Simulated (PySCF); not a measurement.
C8H9O (doublet state).
SMILES with atom numbers: `[CH2:1]=[CH:2][C:3]1=[C:4][C:5](=[O:6])[CH2:7][CH2:8][CH2:9]1` (hydrogens: H10, H11 on C1; H12 on C2; H13, H14 on C7; H15, H16 on C8; H17, H18 on C9)

The geometry is computed with GFN2-xTB (gas phase). This method treats the open shell by occupation alone, without spin polarisation.

(1) What internal coordinates does the optimisation give?

Answers

(1) 
```tsv
bond	length (pm)
C1=C2	133.1
C2–C3	144.9
C3=C4	132.3
C4–C5	140.5
C5=O6	120.8
C5–C7	155.5
C7–C8	152.7
C8–C9	152.7
C3–C9	152.6
C1–H10	107.7
C1–H11	107.6
C2–H12	108.2
C7–H13, C7–H14	109.0
C8–H15, C8–H16	109.3
C9–H17, C9–H18	109.2
```

Bonds in one row agree within 1 pm and their mean is given. A selection of angles:
```tsv
angle	degrees
C1–C2–C3	125.8
C2–C3–C4	122.3
C2–C3–C9	119.3
C4–C3–C9	118.3
C3–C4–C5	131.0
C4–C5–O6	132.1
C4–C5–C7	105.7
O6–C5–C7	122.2
C5–C7–C8	106.3
C7–C8–C9	111.7
C3–C9–C8	111.8
```

Torsions: C1–C2–C3–C4 179° (antiperiplanar); C2–C3–C4–C5 -175° (antiperiplanar); C3–C4–C5–O6 -153° (antiperiplanar); C4–C5–C7–C8 -58° (synclinal); C5–C7–C8–C9 66° (synclinal); C7–C8–C9–C3 -36° (synclinal); C2–C3–C9–C8 179° (antiperiplanar). The mirror-image conformer, all signs reversed, is as good.

The C–C distances run from 1.323 Å (C3=C4, drawn double) to 1.555 Å (C5–C7, drawn single), a spread of 0.232 Å. The 6-membered ring C3–C4–C5–C7–C8–C9 has internal angles of 105.7° to 131.0° (sum 685°, against 720° for a flat polygon); it is puckered, 0.23 Å rms from its mean plane, widest ring torsion 66°. C2 (carbon bonded to 2 C and H) is planar (angles 125.8°, 119.7° and 114.5°, sum 360.0°, 0.00 Å off the plane of its three neighbours). C5 (carbon bonded to 2 C and O) is planar (angles 132.1°, 122.2° and 105.7°, sum 360.0°, 0.00 Å off the plane of its three neighbours). C1 (carbon bonded to C and 2 H) is planar (angles 122.9°, 121.0° and 116.1°, sum 360.0°, 0.00 Å off the plane of its three neighbours). Of the pairs four or more bonds apart, C9···H10 is among the closest relative to their van der Waals radii: 2.69 Å, 93 % of the sum of Bondi's values. C3 (carbon bonded to 3 C) is planar (angles 122.3°, 119.3° and 118.3°, sum 360.0°, 0.01 Å off the plane of its three neighbours).

Point group: C1 (no symmetry element, even within 0.4 Å). No frequency check.
